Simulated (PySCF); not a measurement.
The same groups moved round the core (butadiene methyl+boryl). Isolated molecules, 0 K electronic values unless said otherwise. One relaxed conformer stands for each flexible species; it need not be the lowest. Strings in code marks are SMILES.

The S1 excitation (TDA) from two functionals at the same geometries (CAM-B3LYP-D3(BJ)/def2-TZVP), both in PySCF: PBE-D3(BJ)/def2-TZVP and CAM-B3LYP-D3(BJ)/def2-TZVP. Excitations are Tamm–Dancoff values on a coarser integration grid. The basis has no diffuse functions, so Rydberg states are missing or too high.

| species | PBE-D3(BJ)/def2-TZVP (eV) |
|---|---|
| `BC(=C)C(=C)C` | 3.70 |
| `C(/C)=C\C(B)=C` | 3.50 |
| `BC(=C)/C=C\C` | 3.57 |
| `B/C(C)=C\C=C` | 4.27 |
| `B/C(C=C)=C/C` | 3.90 |
| `C(/C)=C(\C=C)B` | 3.56 |

What does CAM-B3LYP-D3(BJ)/def2-TZVP give for each?


- `BC(=C)C(=C)C`: 4.80
- `C(/C)=C\C(B)=C`: 4.56
- `BC(=C)/C=C\C`: 4.74
- `B/C(C)=C\C=C`: 4.76
- `B/C(C=C)=C/C`: 4.86
- `C(/C)=C(\C=C)B`: 4.53
Over these rows, drawn at random from the members with no instability flagged (it was tested for open shells, ions and some series alone), PBE minus CAM-B3LYP-D3(BJ): mean -0.96 eV, from -1.17 eV to -0.49 eV.
